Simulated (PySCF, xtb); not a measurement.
C2H7NOSi2, SMILES C(O[SiH2][SiH2]C)#N. The values are those of a single conformer.

Harmonic wavenumbers (cm⁻¹) from xtb 6.7.1 with GFN2-xTB at its own minimum, in rising order: 22, 40, 97, 126, 135, 189, 342, 434, 446, 485, 499, 555, 623, 648, 653, 737, 758, 789, 804, 819, 837, 1249, 1374, 1486, 1490, 2172, 2187, 2206, 2277, 2465, 3033, 3035, 3048.

Task: What does PBE0-D3(BJ)/def2-SVP (PySCF 2.14.0) give at its own minimum? (The exact figures need the calculation; the answer reports its results.)

Result: 19, 39, 93, 124, 159, 220, 351, 434, 495, 523, 534, 644, 662, 680, 706, 736, 825, 882, 884, 926, 937, 1234, 1265, 1430, 1433, 2228, 2235, 2240, 2273, 2431, 3063, 3170, 3173. Paired by order, the mean absolute difference is 47 cm⁻¹ and the zero-point energies are 51.5 and 53.0 kcal/mol.
